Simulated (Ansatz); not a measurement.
Cartesian coordinates in Å:
```
C -2.242 0.486 0.550
Hf -0.204 0.595 -0.392
N 0.633 2.239 0.481
O -0.647 1.111 -2.196
C 0.241 -1.872 -0.643
C 1.449 -1.213 -0.965
C 1.946 -0.618 0.215
C 1.046 -0.907 1.261
C -0.009 -1.680 0.732
H -2.774 1.422 0.334
H -2.218 0.373 1.639
H -2.852 -0.331 0.147
H 0.420 3.175 0.162
H 1.301 2.303 1.234
H -0.729 1.151 -3.142
H -0.391 -2.412 -1.334
H 1.907 -1.166 -1.942
H 2.847 -0.029 0.293
H 1.136 -0.576 2.286
H -0.862 -2.049 1.279
```

The species carries charge 0 and has multiplicity 1. Hf: def2 effective core potential.

Q: List the CAM-B3LYP/def2-TZVPP orbital energies in eV (Ansatz). (An estimate is asked.)

A: Ansatz gave: Occupied: -521.94, -390.20, -279.09, -279.07, -279.05, -279.02, -278.99, -276.98, -68.92, -37.61, -37.31, -37.05, -28.03, -26.46, -23.92, -21.72, -21.71, -19.50, -17.00, -16.97, -16.59, -15.29, -14.33, -13.02, -12.81, -12.79, -12.29, -12.28, -11.71, -11.63, -11.52, -10.75, -10.65, -8.72, -8.47, -8.26, -8.20. Lowest empty: 0.84, 1.14, 1.43, 1.81, 2.15, 2.55, 2.71, 2.75.
